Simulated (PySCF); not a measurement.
C8H7F.
SMILES with atom numbers: `[CH2:1]=[CH:2][c:3]1[cH:4][cH:5][c:6]([F:7])[cH:8][cH:9]1` (hydrogens: H10, H11 on C1; H12 on C2; H13 on C4; H14 on C5; H15 on C8; H16 on C9)

The same species was optimised twice, with GFN2-xTB and with PBE0-D3(BJ)/def2-SVP (PySCF), and the same property calculations (PySCF, gas phase) were run on both structures.

```csv
coordinate,GFN2-xTB,PBE0-D3(BJ)/def2-SVP,change
C6–F7 (Å),1.350,1.331,-0.019
C4–C5 (Å),1.381,1.392,+0.011
C1=C2 (Å),1.328,1.338,+0.010
C2–C3 (Å),1.458,1.468,+0.010
C3–C9 (Å),1.396,1.405,+0.009
C6–C8 (Å),1.384,1.392,+0.008
C8–C9 (Å),1.380,1.388,+0.008
C3–C4 (Å),1.397,1.403,+0.006
C5–C6 (Å),1.383,1.388,+0.005
C1–C2–C3 (°),126.9,127.5,+0.6
C4–C3–C9 (°),118.3,117.8,-0.5
C2–C3–C4 (°),118.8,119.2,+0.4
C5–C6–F7 (°),119.2,119.5,+0.3
C3–C4–C5 (°),121.4,121.7,+0.3
C5–C6–C8 (°),121.7,121.4,-0.3
C6–C8–C9 (°),118.9,119.1,+0.2
C3–C9–C8 (°),121.1,121.3,+0.2
C1–C2–C3–C4 (°),180,180,0
```

Rotational constants: A = 5104, B = 980.7, C = 822.6 MHz (GFN2-xTB) against A = 5065, B = 969.9, C = 814.0 MHz (PBE0-D3(BJ)/def2-SVP). Point groups within 0.08 Å: Cs and Cs.

On the GFN2-xTB structure: HOMO (eV) -6.64 [PBE0/pcSseg-1]; LUMO (eV) -1.14 [PBE0/pcSseg-1]; dipole (D) 1.37 [PBE0/pcSseg-1]; GIAO shielding of C1 (ppm) 69.1 [PBE0/pcSseg-1]; GIAO shielding of C2 (ppm) 43.3 [PBE0/pcSseg-1]; GIAO shielding of C3 (ppm) 49.4 [PBE0/pcSseg-1]; GIAO shielding of C4/C9 (mean) (ppm) 53.3 [PBE0/pcSseg-1]; GIAO shielding of C5/C8 (mean) (ppm) 65.5 [PBE0/pcSseg-1]; GIAO shielding of C6 (ppm) 14.1 [PBE0/pcSseg-1]; GIAO shielding of F7 (ppm) 285.8 [PBE0/pcSseg-1].

Question: What do these properties become on the PBE0-D3(BJ)/def2-SVP structure?

Answer: 
```
                                    property          level  on GFN2-xTB  on PBE0-D3(BJ)/def2-SVP  change
                                   HOMO (eV)  PBE0/pcSseg-1        -6.64                    -6.61   +0.03
                                   LUMO (eV)  PBE0/pcSseg-1        -1.14                    -1.16   -0.02
                                  dipole (D)  PBE0/pcSseg-1         1.37                     1.22   -0.15
energy, GFN2-xTB geometry as zero (kcal/mol)  PBE0/pcSseg-1          0.0                     -0.2    -0.2
                  GIAO shielding of C1 (ppm)  PBE0/pcSseg-1         69.1                     66.2    -2.9
                  GIAO shielding of C2 (ppm)  PBE0/pcSseg-1         43.3                     41.0    -2.3
                  GIAO shielding of C3 (ppm)  PBE0/pcSseg-1         49.4                     48.0    -1.4
        GIAO shielding of C4/C9 (mean) (ppm)  PBE0/pcSseg-1         53.3                     51.1    -2.2
        GIAO shielding of C5/C8 (mean) (ppm)  PBE0/pcSseg-1         65.5                     63.8    -1.7
                  GIAO shielding of C6 (ppm)  PBE0/pcSseg-1         14.1                     14.2    +0.1
                  GIAO shielding of F7 (ppm)  PBE0/pcSseg-1        285.8                    287.6    +1.8
```

The heavy atoms differ by 0.015 Å rms after alignment. Among bonds between heavy atoms C6–F7 changes most (-0.019 Å). Changes are differences of the printed values. Neither structure is proved a minimum here.

Shape of the structure used: `[CH2:1]=[CH:2][c:3]1[cH:4][cH:5][c:6]([F:7])[cH:8][cH:9]1`: C1–C2–C3–C4 180°.
